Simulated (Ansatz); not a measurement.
CH6FGaSi (`F[CH2][GaH][SiH3]`) at its PBE0-D4/def2-TZVP geometry, where that method's forces vanish. Total charge 0; spin multiplicity 1.

```xyz
10

F     1.3772   -2.7156    0.4178
C     0.6175   -1.6069    0.7727
Ga    0.4328   -0.2831   -0.7051
Si   -0.8544    1.7304   -0.3360
H    -0.3696   -1.9599    1.0966
H     1.0848   -1.1400    1.6488
H     1.1277   -0.5752   -2.0828
H    -1.9961    1.7958   -1.2922
H    -0.0089    2.9368   -0.5626
H    -1.4112    1.8177    1.0428
```

Question: What forces (eV/Å) does r2SCAN-D4/def2-TZVPP give on these atoms in Ansatz? (Best estimate.)

Answer: The calculation gave: 
```
F1   0.183 -0.270 -0.080
C2  -0.164  0.274  0.026
Ga3 -0.001  0.040 -0.057
Si4  0.028 -0.046 -0.001
H5  -0.010  0.000  0.006
H6   0.000  0.007  0.010
H7  -0.044  0.007  0.104
H8   0.022  0.004  0.018
H9  -0.020 -0.020  0.003
H10  0.008  0.004 -0.029
```
